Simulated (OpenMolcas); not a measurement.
Pd4+ among 4 point charges of -1.5 e arranged as a square (D4h).

| Item | Value |
| --- | --- |
| Program | OpenMolcas |
| Method | SS-CASPT2, IPEA 0.25 Eh, imaginary shift 0.1 Eh (closed shells correlated: 4s 4p) |
| Basis | ANO-RCC-VTZP [7s6p4d2f1g] |
| Scalar Hamiltonian | DKH2, point nucleus |
| Active space | 6 electrons in 5 orbitals (4d) |
| State averaging | 2S+1 = 5 even, 5 roots; 2S+1 = 3 even, 45 roots; 2S+1 = 1 even, 50 roots |
| Spin-orbit coupling | state interaction with AMFI integrals over the reference wave functions |

All point charges move together. At R = 1.72 Å the first state of the same spin is 2640 cm-1, and at R = 2.01 Å it is 1710 cm-1.

**Question.** A third run gives 2110 cm-1. What distance was it run at?

**Answer.** With a power law R^-n the two known points give n = -ln(1710 / 2640) / ln(2.01 / 1.72) = 2.79. Then R = 1.72 × (2640 / 2110)^(1/2.79) = 1.864 Å. The run was at 1.86 Å, so the estimate is off by +0.004 Å.

Point charges give a weaker field than real ligands, and real ions of this kind are as a rule low spin; the high spin found here belongs to the model. Free-ion shares, where given, are those of the reference states; single-state CASPT2 does not remix them. This shell can be high or low spin here, a state of another spin lies low, and with metal d orbitals alone active their balance is uncertain, so the ground spin may be wrong (holds for R = 1.72). This is an electrostatic model: the charges have no orbitals. No measured value stands beside these numbers.
